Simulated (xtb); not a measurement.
Ag, charge +1, singlet (GFN-xTB shapes and energies of metal compounds can be far from the true ones); GFN0-xTB (xtb).

Here is a job for xtb.
```
$ xtb mol.xyz --gfn 0 --chrg 1 --ohess --json

# file mol.xyz
1

Ag     0.00000000     0.00000000     0.00000000
```

What the program printed (banner, timings and long lists left out):

```
   ID    Z sym.   atoms
    1   47 Ag     1

           -------------------------------------------------
          |                Calculation Setup                |
           -------------------------------------------------

           -------------------------------------------------
          |                 G F N 0 - x T B                 |
           -------------------------------------------------

          ...................................................
          :                      SETUP                      :
          :.................................................:
          :  # basis functions                  10          :
          :  # atomic orbitals                   9          :
          :  # shells                            3          :
          :  # electrons                        10          :
          :  electronic temp.          300.0000000     K    :
          :  accuracy                    1.0000000          :
          :  -> integral cutoff          0.2500000E+02      :
          :  -> integral neglect         0.1000000E-07      :
          ...................................................

         :::::::::::::::::::::::::::::::::::::::::::::::::::::
         ::                     SUMMARY                     ::
         :::::::::::::::::::::::::::::::::::::::::::::::::::::
         :: total energy              -2.031298818459 Eh    ::
         :: gradient norm              0.000000000000 Eh/a0 ::
         :: HOMO-LUMO gap              4.853449900000 eV    ::
         ::.................................................::
         :: H0 energy                 -3.951651075549 Eh    ::
         :: repulsion energy           0.000000000000 Eh    ::
         :: electrostat energy         1.920352257090 Eh    ::
         :: -> Gsolv                   0.000000000000 Eh    ::
         ::    -> Gsasa                0.000000000000 Eh    ::
         ::    -> Gshift               0.000000000000 Eh    ::
         :: dispersion energy          0.000000000000 Eh    ::
         :: short-range corr.          0.000000000000 Eh    ::
         :: add. restraining           0.000000000000 Eh    ::
         :: total charge               1.000000000000 e     ::
         :::::::::::::::::::::::::::::::::::::::::::::::::::::

      -----------------------------------------------------------
     |                   =====================                   |
     |                        A N C O P T                        |
[...]
         :: total energy              -2.031298818459 Eh    ::
[...]
          :  rotational number                       1      :
          :  scaling factor                  1.0000000      :
          :  rotor cutoff                   50.0000000 cm⁻¹ :
          :  imag. cutoff                  -20.0000000 cm⁻¹ :
          :.................................................:

    mode    ω/cm⁻¹     T·S(HO)/kcal·mol⁻¹    T·S(FR)/kcal·mol⁻¹   T·S(vib)
   ------------------------------------------------------------------------
   ------------------------------------------------------------------------

   temp. (K)  partition function   enthalpy   heat capacity  entropy
                                   cal/mol     cal/K/mol   cal/K/mol   J/K/mol
 298.15  VIB   1.00                    0.000      0.000      0.000
         ROT   1.00                    0.000      0.000      0.000
         INT   1.00                    0.000      0.000      0.000
         TR   0.108E+28             1481.254      4.968     39.926
         TOT                        1481.2539     4.9681    39.9256   167.0489

       T/K    H(0)-H(T)+PV         H(T)/Eh          T*S/Eh         G(T)/Eh
   ------------------------------------------------------------------------
    298.15    0.236053E-02    0.236053E-02    0.189700E-01   -0.166094E-01
   ------------------------------------------------------------------------

         :::::::::::::::::::::::::::::::::::::::::::::::::::::
         ::                  THERMODYNAMIC                  ::
         :::::::::::::::::::::::::::::::::::::::::::::::::::::
         :: total free energy          -2.047908253958 Eh   ::
         ::.................................................::
         :: total energy               -2.031298818459 Eh   ::
         :: zero point energy           0.000000000000 Eh   ::
         :: G(RRHO) w/o ZPVE           -0.016609435499 Eh   ::
         :: G(RRHO) contrib.           -0.016609435499 Eh   ::
         :::::::::::::::::::::::::::::::::::::::::::::::::::::

optimized geometry written to: xtbopt.xyz

           -------------------------------------------------
          | TOTAL ENERGY               -2.031298818459 Eh   |
          | TOTAL ENTHALPY             -2.028938290079 Eh   |
          | TOTAL FREE ENERGY          -2.047908253958 Eh   |
          | GRADIENT NORM               0.000000000000 Eh/α |
          | HOMO-LUMO GAP               4.853449900000 eV   |
           -------------------------------------------------

normal termination of xtb
```
